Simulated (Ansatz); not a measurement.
Program: Ansatz. Geometries: PBE0-D4/def2-TZVP. ΔE: electronic, gas phase. CBS: MP2 limit from def2 TZ/QZ plus the TZ coupled-cluster correction, frozen cores. This one scheme is used for every species. Functionals use def2-TZVPP. B3LYP here is the variant with VWN-RPA as its local correlation; programs differ in this. For Ge outer-core shells are correlated without core-valence functions, which leaves a few kJ/mol of doubt a bond. Scalar relativity is left out up to krypton. Each species was taken in one conformer, which may not be the lowest.

`C[SiH](Cl)[GeH3]` + `C=N` → `C=N[SiH](C)Cl` + GeH₄  (cleavage of the Si–Ge bond)

Question: Is it downhill or uphill in electronic energy at CCSD(T)/CBS, and by how much? (Estimate.)

Answer: The calculation gave: Downhill: ΔE = -9.7 kcal/mol.

Question: What do these levels give: PBE0-D4, ωB97X-V, PBE, r2SCAN, PBE0, B3LYP, SCS-MP2/def2-TZVPP, HF/def2-QZVPP, SCS-MP2/def2-QZVPP, HF/CBS(def2), MP2/CBS(def2), CCSD/CBS(def2)? (An estimate is asked.)

Answer: The calculation gave: PBE0-D4 -8.4, ωB97X-V -10.4, PBE -7.5, r2SCAN -10.3, PBE0 -8.3, B3LYP -10.5, SCS-MP2/def2-TZVPP -11.5, HF/def2-QZVPP -13.8, SCS-MP2/def2-QZVPP -11.6, HF/CBS(def2) -13.9, MP2/CBS(def2) -11.2, CCSD/CBS(def2) -9.8 kcal/mol.

Largest T1 diagnostic among the species: 0.012.

From PBE to PBE0 (25 % exact exchange), in def2-TZVPP and without D4, ΔE moves by −0.8 kcal/mol. In def2-TZVPP, CCSD(T) changes the Hartree–Fock value by +3.5 kcal/mol (the triples alone add +0.1 kcal/mol) and MP2 by +2.1 kcal/mol.
